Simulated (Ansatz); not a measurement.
Program: Ansatz. Geometries: PBE0-D4/def2-TZVP. ΔE: electronic, gas phase. CCSD(T)/CBS adds triple-zeta CCSD(T) − MP2 to the extrapolated MP2 energy (def2 sets, frozen cores). Functionals use def2-TZVPP. Elements past krypton have def2 core potentials. For Sn outer-core shells are correlated without core-valence functions, which leaves a few kJ/mol of doubt a bond. One conformer a species, not always the lowest.

Consider the formal exchange of groups at the Sn–C bond: `CN[CH2][SnH3]` + `CB(C)CN` → `C[B](C)[SnH3]` + `CNCCN`.

`CN[CH2][SnH3]`:

Z-matrix (Å, degrees):
```
C
N 1 1.448
H 1 1.092 2 109.8
H 1 1.103 2 113.7 3 121.8
H 1 1.094 2 109.4 3 -118.0
C 2 1.447 1 113.1 3 -176.5
H 2 1.012 1 109.7 3 -52.8
Sn 6 2.154 2 110.0 1 -178.3
H 6 1.103 2 114.2 1 57.7
H 6 1.095 2 109.0 1 -61.4
H 8 1.712 6 108.0 2 -46.2
H 8 1.711 6 110.8 2 -165.5
H 8 1.706 6 110.6 2 73.2
```

`CB(C)CN`:

```xyz
15

C    -0.990   -1.149   -0.544
B    -0.373    0.174    0.021
C    -1.259    1.450    0.236
C     1.155    0.255    0.366
N     1.911   -0.983    0.272
H    -2.080   -1.158   -0.604
H    -0.609   -1.303   -1.564
H    -0.647   -2.019    0.024
H    -1.987    1.235    1.029
H    -1.863    1.668   -0.651
H    -0.713    2.353    0.519
H     1.221    0.639    1.395
H     1.558    1.087   -0.247
H     2.905   -0.823    0.373
H     1.771   -1.427   -0.626
```

`C[B](C)[SnH3]`:

```xyz
13

C    -0.175   -1.133   -1.273
B    -0.245   -0.147   -0.070
C    -1.560    0.061    0.736
Sn    1.622    1.009    0.512
H    -0.356   -0.502   -2.159
H    -0.963   -1.892   -1.272
H     0.794   -1.606   -1.443
H    -2.464   -0.269    0.216
H    -1.452   -0.593    1.618
H    -1.707    1.065    1.141
H     1.385    2.073    1.836
H     2.914   -0.033    0.942
H     2.207    1.967   -0.784
```

`CNCCN`:

Z-matrix (Å, degrees):
```
C
N 1 1.446
H 1 1.103 2 114.0
H 1 1.092 2 109.9 3 121.7
H 1 1.094 2 109.5 3 -120.3
C 2 1.448 1 113.6 3 55.2
H 2 1.013 1 109.7 3 -67.3
C 6 1.521 2 110.5 1 174.6
H 6 1.106 2 112.8 1 -62.0
H 6 1.097 2 107.7 1 55.3
N 8 1.451 6 115.2 2 -60.6
H 8 1.094 6 109.4 2 176.2
H 8 1.098 6 108.7 2 61.0
H 11 1.015 8 108.4 6 46.2
H 11 1.013 8 109.9 6 -69.4
```

| level | ΔE (kcal/mol) |
| --- | --- |
| ωB97X-V | 1.3 |
| ωB97M-V | 1.8 |
| r2SCAN | 1.3 |
| HF/def2-TZVPP | 0.7 |
| SCS-MP2/def2-TZVPP | 1.5 |
| SCS-MP2/def2-QZVPP | 1.6 |
| HF/CBS(def2) | 1.0 |
| MP2/CBS(def2) | 1.7 |

(1) What does CCSD(T)/CBS give? (Estimate.)

Largest T1 diagnostic among the species: 0.012.

Results:

(1) Computed: +1.1 kcal/mol. The listed levels differ from it by 0.2, 0.7, 0.2, -0.4, 0.4, 0.5, -0.1, 0.6 kcal/mol.
